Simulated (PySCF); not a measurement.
Cartesian coordinates (Å):
```xyz
7

Al     1.4324     0.1144     0.0614
Si    -0.9935    -0.2740     0.1075
Cl    -1.6886     1.2459    -1.1441
H      2.0824     1.1288     1.0931
H      2.3173    -0.5668    -1.0648
H     -1.6736    -0.0914     1.4181
H     -1.4765    -1.5568    -0.4713
```
Charge 0, multiplicity 1.

### Question
Estimate the HOMO–LUMO gap, total energy and S1 oscillator strength that PBE0-D4/def2-TZVP (PySCF) returns for this input.

### Answer

```
Property                       Value
----------------------  ------------
HOMO–LUMO gap                5.24 eV
total energy            -994.1891 Ha
S1 oscillator strength         0.015
```
